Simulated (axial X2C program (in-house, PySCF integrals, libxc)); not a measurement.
**SeN⁺: from the spin-free to the two-component result**

Computed with an in-house all-electron X2C program for linear molecules (integrals from PySCF). Spin-free means the one-electron spin-free X2C Hamiltonian; two-component (2c) means X2C with spin–orbit coupling and atomic mean-field two-electron Coulomb and Gaunt terms, so the difference of the two also holds small scalar two-electron terms. Basis: Se dyall-cv3z [8s9p6d4f1g], N dyall-av3z [7s7p3d2f] (cores contracted in-house); Gaussian nuclei, density fitting, unrestricted open shells. Masses: Se 79.917 u, N 14.003 u.

Spin-free state: M_S = 0, Λ = 0 (closed shell); fragments Se+ + N.

```
level  Re (Å)  ωe (cm⁻¹)  De (eV)  μ (D)
 PBE0   1.564     1228.4    4.402  -1.56
```

Dipoles are positive if N is the positive end and refer to the centre of mass.

Two-component determinant lowest at the distance of the search:

Ω = 0 (closed shell); fragments Se+ + N.

| level | Re (Å) | ωe (cm⁻¹) | De (eV) | μ (D) |
| --- | --- | --- | --- | --- |
| PBE0 | 1.565 | 1226.2 | 4.384 | -1.56 |

Q: From the two tables, how do the constants change at the PBE0 level (2c against spin-free)?

A: At the PBE0 level Re goes up by 0.001 Å and ωe goes down by 2.2 cm⁻¹; De changes by -0.018 eV.

The state is a single determinant with fixed occupations, the lowest that a limited PBE0 search found. Closed shells are restricted here (equal orbitals for both partners); the stretched side of such a curve lies too high. De is counted from the lowest determinant-based energies of the atoms at the same level, without counterpoise correction.
